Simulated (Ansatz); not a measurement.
Molecular dynamics of H4NSSb

Input file:

```yaml
crystal:
  periodic: [false, false, false]
  atoms:
    - { symbol: "N", position_ang: [-1.12075, 0.586215, -0.413801] }
    - { symbol: Sb, position_ang: [0.871239, 0.900408, 0.584237] }
    - { symbol: S, position_ang: [1.306406, -1.487465, 0.81344] }
    - { symbol: H, position_ang: [-1.171761, -0.407808, -0.640394] }
    - { symbol: H, position_ang: [-1.284876, 1.150895, -1.249341] }
    - { symbol: H, position_ang: [-0.87043, 0.811666, 1.039909] }
    - { symbol: H, position_ang: [2.270182, -1.553913, -0.13404] }
basis:
  gaussian: { orbitals: def2-SVP }
hamiltonian:
  xc: pbe0
  dispersion: d4
md:
  timestep: 0.5
  n_steps: 200
  ensemble: nve
  temperature: 100.0
  initial_velocities: maxwell_boltzmann
  seed: 3491
```

Launched with:

```bash
$ ansatz run input.yaml --threads 1 --pin off --max-ram 2048MiB --backend cpu --events-out ev --progress --plain --runs-dir out
```

It starts at the highest image of a converged band, a first-order saddle point between two minima.

Output, in part (step lines, the closing report, with atoms numbered from 0):

```
md step     0: t =     0.00 fs  T =   100.0 K  F+E_penalty+E_count = -18916.78800601 eV  E_kin = 0.064630 eV  conserved = -18916.72337601 eV  (29 SCF iters)
md step     1: t =     0.50 fs  T =    97.7 K  F+E_penalty+E_count = -18916.78650490 eV  E_kin = 0.063174 eV  conserved = -18916.72333044 eV  (26 SCF iters)
md step     2: t =     1.00 fs  T =    91.5 K  F+E_penalty+E_count = -18916.78237555 eV  E_kin = 0.059148 eV  conserved = -18916.72322780 eV  (26 SCF iters)
md step     3: t =     1.50 fs  T =    83.7 K  F+E_penalty+E_count = -18916.77720337 eV  E_kin = 0.054093 eV  conserved = -18916.72311037 eV  (26 SCF iters)
md step     4: t =     2.00 fs  T =    77.1 K  F+E_penalty+E_count = -18916.77282190 eV  E_kin = 0.049802 eV  conserved = -18916.72302034 eV  (26 SCF iters)
md step     5: t =     2.50 fs  T =    73.7 K  F+E_penalty+E_count = -18916.77064486 eV  E_kin = 0.047658 eV  conserved = -18916.72298728 eV  (24 SCF iters)
md step     6: t =     3.00 fs  T =    74.5 K  F+E_penalty+E_count = -18916.77119299 eV  E_kin = 0.048172 eV  conserved = -18916.72302129 eV  (26 SCF iters)
md step     7: t =     3.50 fs  T =    78.6 K  F+E_penalty+E_count = -18916.77393125 eV  E_kin = 0.050820 eV  conserved = -18916.72311112 eV  (26 SCF iters)
[... lines left out ...]
Total energy: -18917.54251756 eV, -695.2068647493 hartree
Atom 0 at    -1.551229     0.290148    -0.582115 Å, force     1.637137     2.221136     3.182174 eV/Å
Atom 1 at     0.971016     0.928443     0.629063 Å, force    -0.727085     0.152696    -0.330838 eV/Å
Atom 2 at     1.189860    -1.430337     0.735235 Å, force     0.420806    -0.484873     0.497155 eV/Å
Atom 3 at    -1.750224    -0.645741    -0.660311 Å, force     0.073935    -3.709281     0.799785 eV/Å
Atom 4 at    -2.036370     0.527807    -1.372478 Å, force    -1.524300     2.205493    -2.914082 eV/Å
Atom 5 at    -2.066272     0.652324     0.250110 Å, force     0.405123    -0.418737    -0.915191 eV/Å
Atom 6 at     2.432263    -1.622907     0.210353 Å, force    -0.285617     0.033565    -0.319002 eV/Å
Dipole moment:    -0.586088     0.053342    -0.323555 e Å
```

The steps, from the saved trajectory:

```
time (fs)  T (K)  potential energy less start (eV)  conserved less start (meV/atom)
      0.0    100                             0.000                             0.00
      3.0     75                             0.017                             0.05
      6.0     75                             0.016                             0.03
      9.0     78                             0.014                             0.02
     12.0    133                            -0.021                             0.11
     15.0    641                            -0.348                             0.20
     18.0   1472                            -0.890                            -0.56
     21.0   2233                            -1.387                            -1.24
     24.0   1153                            -0.679                             0.25
     27.0   2049                            -1.263                            -0.49
     30.0   1544                            -0.926                             1.05
     33.0   1710                            -1.042                            -0.27
     36.0   1268                            -0.753                             0.21
     39.0   1458                            -0.880                            -0.40
     42.0   1850                            -1.138                            -1.10
     45.0    791                            -0.444                             0.35
     48.0   1278                            -0.770                            -1.33
     51.0   1856                            -1.146                            -1.57
     54.0   1266                            -0.753                             0.13
     57.0   1528                            -0.932                            -1.33
     60.0   1291                            -0.778                            -1.15
     63.0   1310                            -0.783                            -0.17
     66.0   1226                            -0.731                            -0.43
     69.0    792                            -0.444                             0.48
     72.0   1260                            -0.752                            -0.37
     75.0   1074                            -0.629                             0.12
     78.0   1240                            -0.742                            -0.66
     81.0   1086                            -0.641                            -0.54
     84.0    722                            -0.401                             0.16
     87.0   1210                            -0.726                            -1.20
     90.0    855                            -0.490                            -0.34
     93.0    743                            -0.416                             0.01
     96.0   1388                            -0.839                            -0.86
     99.0   1325                            -0.795                            -0.45
```

All steps were run. The conserved energy stayed within 1.6 meV per atom of its start (net change -0.36 meV per atom), so the integration is sound. The system heated up, since it started high on the potential surface and ran downhill. A run of 0.1 ps of so small a system gives no equilibrium averages. The orbitals stay closed-shell, which can raise the energy where a bond breaks towards radicals; this wasn't checked here.

The step under study would form N1–H6 and break Sb2–H6. These pairs go: N1–H6 1.49 → 1.04 Å, Sb2–H6 1.80 → 3.07 Å. In the last frame they stand as after the step (other bonds may differ from the relaxed reactants and products). Also parted: N1–Sb2 2.25 → 2.87 Å. It ends as H3N + HSSb. Pairs count as bonded within 1.25 times the sum of covalent radii (0.12 Å more for H–H).

Last frame:

```xyz
7
Properties=species:S:1:pos:R:3
N -1.551 0.290 -0.582
Sb 0.971 0.928 0.629
S 1.190 -1.430 0.735
H -1.750 -0.646 -0.660
H -2.036 0.528 -1.373
H -2.066 0.652 0.250
H 2.432 -1.623 0.210
```

Run time: 19 min on 1 thread of Arm Neoverse N1, on a shared host, peak memory 0.16 GiB.
